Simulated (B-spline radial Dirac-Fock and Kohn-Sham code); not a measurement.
# Ce³⁺ 4f5/2: cross section and angular parameters

System: the Ce³⁺ ion, 1s2 2s2 2p6 3s2 3p6 3d10 4s2 4p6 4d10 4f1 5s2 5p6; threshold 37.48 eV (orbital energy of the model). The computed values come from an atomic code on a B-spline grid: Dirac-Hartree-Slater photoionisation with a Latter tail; cross sections with all multipoles, angular parameters from the dipole term and its interference with E2.

```
hν (eV)    σ (kb)      β      γ      δ
   73.1       530  0.436  0.002  0.009
   79.7       513  0.417  0.002  0.010
     80       512  0.417  0.002  0.010
    100       432  0.414  0.003  0.013
    107       404  0.422  0.004  0.014
    129       328  0.463  0.007  0.017
    161       242  0.536  0.011  0.020
    200         ?      ?      ?      ?
    221       137  0.673  0.019  0.026
    285      78.6  0.791  0.034  0.032
    297      71.3  0.810  0.037  0.033
    300      69.6  0.814  0.038  0.033
    400      33.0  0.935  0.072  0.043
    688      6.64  1.075  0.199  0.066
    719      5.77  1.080  0.213  0.068
    756      4.91  1.085  0.229  0.071
    833      3.57  1.090  0.263  0.076
   1030      1.75  1.084  0.345  0.089
   1060      1.58  1.081  0.356  0.091
   1570     0.392  1.017  0.527  0.123
   2000     0.159  0.955  0.640  0.150
   2030     0.150  0.951  0.647  0.152
   2230     0.105  0.924  0.692  0.164
 2984.4    0.0332  0.837  0.835  0.210
   3630    0.0149  0.778  0.936  0.248
   6220   0.00148  0.617  1.194  0.389
   6690   0.00107  0.597  1.223  0.413
  10900  0.000116  0.472  1.386  0.606
  12000  7.43e-05  0.450  1.413  0.652
  13300  4.58e-05  0.427  1.439  0.704
```

Problem. Give the values at 200 eV.

Solution. σ = 166 kb, β = 0.627, γ = 0.016, δ = 0.024.
